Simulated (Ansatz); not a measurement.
`[SiH3]B1C[SiH2]1` + `BN[SiH3]` → `[SiH3]BN[SiH3]` + `B1C[SiH2]1`  (formal exchange of groups at the Si–B bond)

Calculated with Ansatz (gas phase, PBE0-D4/def2-TZVP geometries, no zero-point term in ΔE). CCSD(T)/CBS adds triple-zeta CCSD(T) − MP2 to the extrapolated MP2 energy (def2 sets, frozen cores). Functionals use def2-TZVPP. B3LYP here is the variant with VWN-RPA as its local correlation; programs differ in this. Each species was taken in one conformer, which may not be the lowest.

(1) Is it downhill or uphill in electronic energy at CCSD(T)/CBS, and by how much? (Best estimate.)

(2) What do these levels give: PBE-D4, PBE0-D4, B3LYP-D4, ωB97M-V, r2SCAN, PBE0, B3LYP, CCSD/def2-TZVPP, CCSD(T)/def2-TZVPP, HF/CBS(def2), MP2/CBS(def2), CCSD/CBS(def2)? (Estimate.)

Largest T1 diagnostic among the species: 0.014.

## Answers

(1) The calculation gave: Uphill: ΔE = +5.9 kcal/mol.

(2) Ansatz gave: PBE-D4 5.2, PBE0-D4 5.4, B3LYP-D4 5.4, ωB97M-V 5.4, r2SCAN 5.7, PBE0 5.6, B3LYP 5.9, CCSD/def2-TZVPP 5.9, CCSD(T)/def2-TZVPP 6.0, HF/CBS(def2) 6.3, MP2/CBS(def2) 6.7, CCSD/CBS(def2) 5.8 kcal/mol.
